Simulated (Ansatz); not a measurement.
Reaction (ligand exchange at the Si–C bond): `N=C([SiH3])[SiH2]N` + `OC[SiH2]O` → `OC[SiH2]O[SiH3]` + `N=C[SiH2]N`

Gas-phase electronic energies from Ansatz, PBE0-D4/def2-TZVP geometries. CCSD(T)/CBS adds triple-zeta CCSD(T) − MP2 to the extrapolated MP2 energy (def2 sets, frozen cores). Functionals use def2-TZVPP. Each species was taken in one conformer, which may not be the lowest.

| level | ΔE (kJ/mol) |
| --- | --- |
| PBE0 | -108.0 |
| HF/def2-TZVPP | -150.6 |

(1) What does CCSD(T)/CBS give? (Best estimate.)

Largest T1 diagnostic among the species: 0.013.

Answers

(1) The calculation gave: -119.3 kJ/mol. The listed levels differ from it by 11.3, -31.3 kJ/mol.

In def2-TZVPP, CCSD(T) changes the Hartree–Fock value by +30.8 kJ/mol (the triples alone add +5.8 kJ/mol) and MP2 by +28.8 kJ/mol. From PBE to PBE0 (25 % exact exchange), in def2-TZVPP and without D4, ΔE moves by −11.5 kJ/mol.
